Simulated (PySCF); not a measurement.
A GIAO shielding run with PySCF 2.14 (density fitting, non-relativistic, gas phase) on `[C@@H]1(C(C)=S)C[Si@H](F)CC1=S`, C6H9FS2Si:

```
$ OMP_NUM_THREADS=1 python probes_run.py task.json out

{"job": {"kind": "nmr", "xc": "PBE0", "basis": "pcSseg-1"}, "charge": 0, "multiplicity": 1}
C      2.614154    -0.399101     0.768555
C      1.422852     0.340835     0.284849
S      1.196176     1.921343     0.584400
C      0.387776    -0.492773    -0.431368
C     -0.415101     0.269725    -1.499729
Si    -2.216014     0.356577    -0.896587
F     -2.811600     1.851853    -0.949937
C     -1.714513    -0.121263     0.878843
C     -0.530638    -0.976792     0.676129
S     -0.216320    -2.331758     1.512821
H      3.248983     0.236529     1.379699
H      3.191176    -0.776103    -0.077085
H      2.294795    -1.266896     1.351291
H      0.893295    -1.362050    -0.860642
H     -0.007963     1.277371    -1.609002
H     -0.299002    -0.222640    -2.463214
H     -3.203722    -0.483839    -1.544376
H     -1.397077     0.806700     1.367771
H     -2.447060    -0.603302     1.520120
```

Hardware: 1 thread of an Arm Neoverse N1, shared host. The job also computes population analyses, field gradients, ring-centre shieldings.

**Question.** How large is the calculation?

**Answer.** 100 electrons, 236 basis functions and 1292 auxiliary functions.

**Question.** How long does it take, and how much memory does it need?

**Answer.** 2.4 min of wall time, with 15 SCF cycles and 6 response iterations; peak memory 1.1 GiB. Times on a shared host scatter by some tens of per cent.
